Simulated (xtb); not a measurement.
H₄SSn, SMILES [SH][SnH3]. All values are semi-empirical tight-binding results from xtb (GFN2-xTB unless named), good for trends rather than for accurate numbers. The structure is a stationary point at GFN2-xTB.

For metal compounds this method's bond lengths and energies can be far off.

### Question
Estimate the properties. (An estimate is asked for; the answer gives what the named calculation found.)

### Answer

The point group as xtb finds it comes out as Cs. The orbital gap is 4.11 eV and the zero-point energy is 16.4 kcal/mol. The G − E(el) at 298.15 K (modified RRHO) comes out as -1.5 kcal/mol.
